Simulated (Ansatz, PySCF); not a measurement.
Si(Cl)(NCO)(OH)2 (CH2ClNO3Si), SMILES O=C=N[Si](O)(O)Cl. Atoms are numbered in the order given.

```xyz
9

O      2.8495    -1.3643    -1.5585
C      1.8733    -0.8417    -1.1971
N      0.8591    -0.3112    -0.8431
Si    -0.4704     0.4674    -0.1345
O     -1.8212     0.3759    -1.0588
O     -0.0595     2.0359     0.0560
Cl    -0.8408    -0.4580     1.6664
H     -2.3203    -0.4459    -1.0511
H     -0.7622     2.6412     0.3116
```
Charge 0, spin multiplicity 1.

Coordinates come from a PBE0-D3(BJ)/def2-SVP optimisation. The structure was generated by enumeration, and PubChem lists no compound with its InChIKey, so it may never have been made. The values are those of a single conformer.

Two levels are set side by side: PBE-D3(BJ)/def2-SVP (Ansatz, a quantum-chemistry and plane-wave program) and PBE0-D3(BJ)/def2-SVP (Ansatz). Each level has its own optimised geometry; the coordinates shown are those of the second. Frequencies come from the Hessian of PySCF at each geometry. Differences are taken from unrounded values.

```tsv
quantity	PBE0-D3(BJ)	PBE-D3(BJ)	PBE-D3(BJ) minus PBE0-D3(BJ)
mean bond length (Å)	1.414	1.429	0.015
bond O1–C2 (Å)	1.165	1.180	0.015
bond C2–N3 (Å)	1.198	1.213	0.015
bond N3–Si4 (Å)	1.696	1.723	0.028
bond Si4–O5 (Å)	1.639	1.657	0.018
bond Si4–O6 (Å)	1.633	1.651	0.018
bond Si4–Cl7 (Å)	2.058	2.059	0.000
bond O5–H8 (Å)	0.962	0.973	0.011
bond O6–H9 (Å)	0.962	0.974	0.012
highest harmonic wavenumber (cm⁻¹)	3940	3771	-170
mean harmonic wavenumber (cm⁻¹)	944	900	-44
zero-point energy (kcal/mol)	28.35	27.02	-1.32
```

GGA bonds tend to be longer and softer than those of functionals with exact exchange. Differences between two approximate levels are no errors against the true value.
